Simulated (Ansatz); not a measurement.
C$_{5}$H$_{5}$Al (`C#[C][Al]([CH3])[C]#C`), relaxed with RKS PBE-D4/def2-SVP in Ansatz 0.2.0 from a rough embedded geometry. The force threshold is 0.03 eV/Å; the program also tests the step.

Total charge 0; spin multiplicity 1.

Start:

```xyz
11

C     0.217   -2.175    2.301
C     0.127   -1.331    1.374
Al   -0.025    0.026   -0.034
C     1.080    1.663    0.195
C    -1.160   -0.284   -1.543
C    -1.848   -0.460   -2.514
H     0.302   -2.925    3.006
H     0.765    2.209    1.092
H     0.874    2.378   -0.731
H     2.139    1.489    0.199
H    -2.472   -0.591   -3.346
```

By how much does the energy fall, and how many steps does the optimiser take? (An estimate is asked.)

Ansatz gave: 30.39 kJ/mol, in 3 steps.

Which bonds change most? (Best estimate.)

Ansatz gave: C4–H9 from 1.187 to 1.109 Å; C1–H7 from 1.033 to 1.083 Å; C2–Al3 from 1.962 to 1.917 Å; C4–H10 from 1.073 to 1.111 Å.

Give the relaxed structure. (Estimate.)

Ansatz gave: 
```xyz
11

C     0.203   -2.168    2.226
C     0.119   -1.315    1.339
Al    0.018    0.042   -0.011
C     1.051    1.690    0.159
C    -1.128   -0.290   -1.512
C    -1.857   -0.476   -2.489
H     0.274   -2.921    3.002
H     0.790    2.224    1.098
H     0.891    2.387   -0.688
H     2.138    1.470    0.222
H    -2.499   -0.643   -3.346
```
